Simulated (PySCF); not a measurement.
**Cost of response and excited-state runs on SMILES CC1(C)C=C(C=O)O1, C₆H₈O₂**

Geometry:
```json
{"atom": "C1", "x (Å)": "-1.374", "y (Å)": "1.188", "z (Å)": "-0.527"}
{"atom": "C2", "x (Å)": "-0.545", "y (Å)": "0.028", "z (Å)": "-0.005"}
{"atom": "C3", "x (Å)": "-1.387", "y (Å)": "-1.047", "z (Å)": "0.658"}
{"atom": "C4", "x (Å)": "0.540", "y (Å)": "-0.468", "z (Å)": "-0.928"}
{"atom": "C5", "x (Å)": "1.435", "y (Å)": "0.000", "z (Å)": "-0.033"}
{"atom": "C6", "x (Å)": "2.875", "y (Å)": "0.075", "z (Å)": "0.131"}
{"atom": "O7", "x (Å)": "3.681", "y (Å)": "-0.348", "z (Å)": "-0.661"}
{"atom": "O8", "x (Å)": "0.525", "y (Å)": "0.492", "z (Å)": "0.884"}
{"atom": "H9", "x (Å)": "-2.027", "y (Å)": "0.840", "z (Å)": "-1.322"}
{"atom": "H10", "x (Å)": "-1.975", "y (Å)": "1.603", "z (Å)": "0.278"}
{"atom": "H11", "x (Å)": "-0.722", "y (Å)": "1.966", "z (Å)": "-0.915"}
{"atom": "H12", "x (Å)": "-2.043", "y (Å)": "-1.502", "z (Å)": "-0.080"}
{"atom": "H13", "x (Å)": "-1.987", "y (Å)": "-0.608", "z (Å)": "1.451"}
{"atom": "H14", "x (Å)": "-0.745", "y (Å)": "-1.813", "z (Å)": "1.085"}
{"atom": "H15", "x (Å)": "0.565", "y (Å)": "-0.968", "z (Å)": "-1.871"}
{"atom": "H16", "x (Å)": "3.177", "y (Å)": "0.571", "z (Å)": "1.073"}
```

PySCF with density fitting, on 1 thread of an Intel Xeon 6975P-C, shared host. Command: `OMP_NUM_THREADS=1 python excited_run.py task.json out`

(1) How long does each of these runs take, and how much memory?
- vibronic structure, BHandHLYP/6-31G*; full response
- vibronic structure, HSE06/pcseg-0; full response; 3 bright states

## Answers

(1) 
```tsv
run	level	basis functions	wall time	peak memory (GiB)
vibronic structure	BHandHLYP/6-31G*	128	22 s	0.72
vibronic structure	HSE06/pcseg-0	88	19 s	0.67
```
Times from a shared host are rough.
